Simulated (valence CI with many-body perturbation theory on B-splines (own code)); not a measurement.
# Sr VI: electric-dipole lines

Level of theory: relativistic CI+MBPT: five valence electrons over a frozen Dirac-Fock core [Ar] 3d10, a basis of 9 s, 9 p, 8 d, 6 f, 3 g, 1 h functions for each j, with the one-electron correlation potential Σ1, the two-electron term Σ2, the three-electron term Σ3, Breit, model QED; selected CI, second order for the rest, scaled by the run's own slope (own B-spline code, finite nucleus).

Against 19 measured levels this calculation errs by 96 cm⁻¹ on average and by 213 at most. These come from a selection out of Sansonetti, J. Phys. Chem. Ref. Data 41, 013102 (2012). Levels without a partner in it may be off by more. Among the levels kept, up to 1100 cm⁻¹ of a level comes from second order outside the variational space, and about a tenth of that is noise between levels of different J, which matters for small intervals.

Lines 1 to 50 of 202 in falling wavelength, among levels below 357680 cm⁻¹, chosen from the strongest by gf and those to the six lowest levels. Wavelengths and rates use the calculated energies, so an error of 100 cm⁻¹ moves a line at 91.54 nm by 0.092 % and its rate by three times that or more. Electric multipoles are in the length gauge, E1 and E2 with the static RPA response of the core. Weak lines are less certain than strong ones. Lines between different terms over intervals too small for the method are left out, as are lines whose strength nearly cancels. Where a level lies close to another of its J and parity, the split of strength between their lines is uncertain. The highest levels of a list are the least certain.

Names give the largest LS component (configuration and term), which can be under half, so a name can repeat, a term be missing and a line seem to break the LS rules; names also repeat where a configuration has a term twice. Letters in brackets count levels of one name in rising energy.

```tsv
λ vac (nm)	λ from measured levels	Upper	Lower	A (s⁻¹)	S (a.u.) with core polarisation	S without
211.7		4p⁵ ²P°_3/2	4s²4p²4d ²P_3/2 [b]	2.46e+05	4.60e-03	5.19e-03
177.4		4p⁵ ²P°_3/2	4s²4p²4d ²D_5/2 [b]	3.52e+05	3.88e-03	4.52e-03
156.2		4p⁵ ²P°_3/2	4s²4p²4d ²D_5/2 [a]	7.60e+05	5.72e-03	6.81e-03
136.8		4p⁵ ²P°_3/2	4s²4p²4d ⁴P_1/2	1.36e+06	6.88e-03	7.88e-03
132.6		4s4p³4d ⁶D°_5/2	4s²4p²4d ⁴P_3/2	6.15e+05	4.24e-03	4.82e-03
132.1		4p⁵ ²P°_3/2	4s²4p²4d ²P_1/2 [a]	2.13e+06	9.71e-03	1.14e-02
127.9		4s4p³4d ⁶D°_7/2	4s²4p²4d ⁴P_5/2	9.89e+05	8.17e-03	9.22e-03
121.3		4s4p³4d ⁶D°_3/2	4s²4p²4d ²P_3/2 [a]	1.35e+06	4.76e-03	5.50e-03
120.4		4p⁵ ²P°_3/2	4s²4p²4d ²P_3/2 [a]	2.82e+07	9.73e-02	1.12e-01
96.57		4s4p³4d ⁶D°_3/2	4s²4p²4d ⁴D_5/2	1.32e+06	2.35e-03	2.64e-03
96.32		4s4p³4d ⁶D°_5/2	4s²4p²4d ⁴D_5/2	9.50e+05	2.51e-03	2.83e-03
93.28		4s4p³4d ⁶D°_1/2	4s²4p²4d ⁴D_1/2	2.94e+06	2.36e-03	2.66e-03
93.25		4p⁵ ²P°_3/2	4s²4p²4d ⁴D_3/2	3.24e+06	5.19e-03	5.98e-03
93.02		4s4p³4d ⁶D°_7/2	4s²4p²4d ²F_7/2 [a]	7.57e+05	2.40e-03	2.70e-03
92.66		4p⁵ ²P°_3/2	4s²4p²4d ⁴D_1/2	1.31e+06	2.06e-03	2.37e-03
92.58		4s4p³4d ⁶D°_9/2	4s²4p²4d ²F_7/2 [a]	5.58e+05	2.18e-03	2.53e-03
92.24		4s4p³4d ⁶D°_7/2	4s²4p²4d ⁴F_9/2	8.91e+05	2.76e-03	3.04e-03
91.80		4s4p³4d ⁶D°_9/2	4s²4p²4d ⁴F_9/2	5.32e+06	2.03e-02	2.31e-02
91.54	91.24	4s4p⁴ ⁴P_5/2	4s²4p³ ²P°_3/2	1.58e+06	3.60e-03	4.05e-03
88.60		4s4p³4d ⁶D°_7/2	4s²4p²4d ⁴F_7/2	3.62e+06	9.95e-03	1.13e-02
88.20		4s4p³4d ⁶D°_9/2	4s²4p²4d ⁴F_7/2	1.71e+06	5.79e-03	6.64e-03
86.46	86.18	4s4p⁴ ⁴P_3/2	4s²4p³ ²P°_3/2	7.62e+06	9.73e-03	1.10e-02
85.93		4s4p³4d ⁶D°_5/2	4s²4p²4d ⁴F_5/2	1.84e+06	3.45e-03	3.88e-03
85.69		4s4p³4d ⁶D°_7/2	4s²4p²4d ⁴F_5/2	1.08e+06	2.67e-03	3.06e-03
84.53	84.27	4s4p⁴ ⁴P_1/2	4s²4p³ ²P°_3/2	2.07e+06	1.23e-03	1.35e-03
82.87	82.60	4s4p⁴ ⁴P_3/2	4s²4p³ ²P°_1/2	7.18e+04	8.07e-05	9.52e-05
81.10	80.84	4s4p⁴ ⁴P_1/2	4s²4p³ ²P°_1/2	9.56e+06	5.03e-03	5.66e-03
78.86		4p⁵ ²P°_3/2	4s4p⁴ ²S_1/2 [b]	1.58e+07	1.53e-02	1.72e-02
77.33	77.13	4s4p⁴ ⁴P_5/2	4s²4p³ ²D°_5/2	1.75e+07	2.40e-02	2.71e-02
75.36	75.17	4s4p⁴ ⁴P_5/2	4s²4p³ ²D°_3/2	1.45e+07	1.84e-02	2.08e-02
73.67	73.49	4s4p⁴ ⁴P_3/2	4s²4p³ ²D°_5/2	4.78e+06	3.77e-03	4.20e-03
73.09		4s4p³4d ⁶D°_3/2	4s4p⁴ ²S_1/2 [a]	1.27e+07	9.82e-03	1.12e-02
72.78		4p⁵ ²P°_3/2	4s4p⁴ ²S_1/2 [a]	2.48e+08	1.89e-01	2.16e-01
72.53		4s4p³4d ⁶D°_3/2	4s4p⁴ ²P_3/2	4.39e+07	3.31e-02	3.77e-02
72.22		4p⁵ ²P°_3/2	4s4p⁴ ²P_3/2	8.74e+08	6.50e-01	7.42e-01
71.88	71.70	4s4p⁴ ⁴P_3/2	4s²4p³ ²D°_3/2	2.08e+05	1.53e-04	1.64e-04
70.54	70.37	4s4p⁴ ⁴P_1/2	4s²4p³ ²D°_3/2	5.33e+06	1.85e-03	2.10e-03
69.20	69.08	4s4p⁴ ²D_3/2	4s²4p³ ²P°_3/2	1.37e+07	8.97e-03	9.98e-03
68.42	68.30	4s4p⁴ ²D_5/2	4s²4p³ ²P°_3/2	2.69e+08	2.56e-01	2.91e-01
66.89	66.76	4s4p⁴ ²D_3/2	4s²4p³ ²P°_1/2	1.25e+08	7.37e-02	8.39e-02
65.37	65.29	4s4p⁴ ⁴P_5/2	4s²4p³ ⁴S°_3/2	7.51e+08	6.21e-01	7.01e-01
62.74	62.66	4s4p⁴ ⁴P_3/2	4s²4p³ ⁴S°_3/2	8.57e+08	4.18e-01	4.71e-01
61.72	61.64	4s4p⁴ ⁴P_1/2	4s²4p³ ⁴S°_3/2	9.17e+08	2.13e-01	2.40e-01
61.12		4s4p³4d ⁶D°_3/2	4s4p⁴ ²D_5/2	7.75e+07	3.49e-02	3.96e-02
60.90		4p⁵ ²P°_3/2	4s4p⁴ ²D_5/2	1.62e+09	7.23e-01	8.20e-01
60.76	60.68	4s4p⁴ ²D_3/2	4s²4p³ ²D°_5/2	5.92e+06	2.62e-03	3.00e-03
60.51		4s4p³4d ⁶D°_3/2	4s4p⁴ ²D_3/2	1.61e+07	7.03e-03	8.01e-03
60.29		4p⁵ ²P°_3/2	4s4p⁴ ²D_3/2	3.81e+08	1.65e-01	1.87e-01
60.16	60.08	4s4p⁴ ²D_5/2	4s²4p³ ²D°_5/2	1.33e+09	8.56e-01	9.67e-01
59.54	59.46	4s4p⁴ ²D_3/2	4s²4p³ ²D°_3/2	1.73e+09	7.22e-01	8.14e-01
```
